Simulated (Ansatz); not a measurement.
Relaxation of CH5OSSi (9 atoms, charge 1, multiplicity 1), to a largest force component of 0.02 eV/Å in at most 50 steps.

Method: Ansatz, UKS PBE0-D4/def2-SVP.

```xyz
9
Properties=species:S:1:pos:R:3
Si 0.004 1.468 -0.987
O 0.211 -0.070 -0.792
C 0.327 -1.069 0.212
S -0.081 -0.398 1.845
H 0.157 1.700 -2.404
H -0.285 2.376 0.108
H -0.324 -1.901 -0.058
H 1.157 -0.042 2.338
H -1.378 -0.711 1.844
```

Question: Where does it end, and by what steps?

Answer: The forces met the threshold. The force dipped under the threshold on the way, but the program's further checks kept it going. After 35 steps the energy has fallen by 2.908 eV; H6 moved furthest, 1.46 Å.

```
step  energy less start (eV)  largest force component (eV/Å)  accepted
   0                  0.0000                           3.019       yes
   2                 -1.8434                           1.444       yes
   4                 -2.5207                           0.847       yes
   6                 -2.6945                           1.396       yes
   8                 -2.7868                           0.486       yes
  10                 -2.8082                           0.107       yes
  12                 -2.8124                           0.087       yes
  14                 -2.8134                           0.057       yes
  16                 -2.8141                           0.020       yes
  18                 -2.8142                           0.026       yes
  20                 -2.8144                           0.032       yes
  22                 -2.8146                           0.031       yes
  24                 -2.8155                           0.106       yes
  26                 -2.8206                           0.326       yes
  28                 -2.8521                           0.175       yes
  30                 -2.8922                           0.288       yes
  32                 -2.8945                           0.307       yes
  34                 -2.9074                           0.030       yes
  35                 -2.9078                           0.010       yes
```

```xyz
9
Properties=species:S:1:pos:R:3
Si -0.344 1.688 -1.459
O -0.150 0.812 -0.002
C -0.076 -0.412 0.416
S -0.293 -0.582 2.138
H 0.368 0.945 -2.536
H 0.148 3.042 -1.115
H 0.213 -1.264 -0.207
H 0.882 -1.108 2.621
H -0.961 -1.768 2.250
```

Run time: 70 s on 2 threads of Intel(R) Xeon(R) 6975P-C (Granite Rapids), with other jobs on the host, peak memory 0.29 GiB.
